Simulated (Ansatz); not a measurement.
A run of Ansatz (development build ahead of 0.2.0) on doublet TmS at this shape:

```xyz
2

Tm    0.0000    0.0000    0.0000
S     0.0000    0.0000    2.2830
```

Its results:

```json
{"Converged": "yes", "Total energy": "-1483.46065 hartree", "Spin squared of the determinant": "1.254", "Stability test": "minimum"}
```

(1) Which input gives this output? Name the method, the orbitals and the basis set, and write the input.

## Answers

(1) r²SCAN (unrestricted) in def2-TZVPP. The basis set brings a core potential for Tm, so the total leaves out those core electrons.

```yaml
crystal:
  periodic: [false, false, false]
  atoms:
    - { symbol: Tm, position_ang: [0.0, 0.0, 0.0] }
    - { symbol: S, position_ang: [0.0, 0.0, 2.283] }
basis:
  gaussian: { orbitals: def2-TZVPP }
magnetization:
  spin_polarized: true
  initial_magnetization: 1
hamiltonian:
  xc: r2scan
```

Caution: other spin multiplicities were not run; the unrestricted determinant is spin contaminated.
